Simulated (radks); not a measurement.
Q: The arsenic ion As4+, configuration [Ar] 3d10 4s1. Calculated with a radial shooting solver on a logarithmic mesh with Libxc functionals: scalar-relativistic Kohn-Sham, r2SCAN, spin-unpolarised, spherical densities, finite nucleus; meta-GGA in the generalised Kohn-Sham scheme; Fermi nuclear charge, rms radius 4.0968 fm. Some entries of the table are withheld. Estimate them.

| orbital | occ. | eigenvalue (hartree) | <r> (bohr) |
|---|---|---|---|
| 1s | 2 | (1) | 0.04550 |
| 2s | 2 | (2) | 0.2025 |
| 2p | 6 | -50.11106 | (3) |
| 3s | 2 | -9.04388 | 0.5968 |
| 3p | 6 | -6.89295 | (4) |
| 3d | 10 | -3.36464 | 0.6655 |
| 4s | 1 | (5) | 1.681 |

A: 
(1) 1s eigenvalue (hartree): -433.7631
(2) 2s eigenvalue (hartree): -56.96997
(3) 2p <r> (bohr): 0.1772
(4) 3p <r> (bohr): 0.6153
(5) 4s eigenvalue (hartree): -2.08055
